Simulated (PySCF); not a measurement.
**Fractional electron number in Pd⁺ (palladium, charge +1)**

The 4d beta orbital of [Kr] 4d9 is emptied in steps (occupation f), with all orbitals relaxed, ending at [Kr] 4d8. Calculation: PySCF 2.14, in def2-SVP with the def2 core potential (28 electrons) (5s3p2d1f, 31 functions); a scalar-relativistic core potential. The exact energy is a straight line in f; departures are measured from the line between the end points of the same method.

Question: Among UHF, LDA, PBE, which shows the largest delocalisation error (convex curve), and which is closest to linear?

Answer: Most convex: LDA (-1.491 eV at f = 0.4); closest to linear: UHF (0.422 eV).

| f | UHF (eV) | LDA (eV) | PBE (eV) |
| --- | --- | --- | --- |
| 1 | 0.000 | 0.000 | 0.000 |
| 0.8 | 0.306 | -0.974 | -0.954 |
| 0.6 | 0.440 | -1.476 | -1.444 |
| 0.4 | 0.422 | -1.491 | -1.456 |
| 0.2 | 0.271 | -1.003 | -0.978 |
| 0 | 0.000 | 0.000 | 0.000 |

| method | E(f=0) − E(f=1) (eV) | −ε at f=1 (eV) | −ε at f=0.4 (eV) |
| --- | --- | --- | --- |
| UHF | 17.497 | 19.490 | 17.061 |
| LDA | 20.203 | 14.182 | 21.373 |
| PBE | 19.776 | 13.870 | 20.931 |

Reference removal energy between the ground levels: 19.43 ± 0.12 eV (semi-empirical (NIST evaluation); NIST Atomic Spectra Database, ionization energies). The calculation has no spin-orbit coupling. The determinant left behind need not be the lowest term of the ion. UHF lacks correlation.
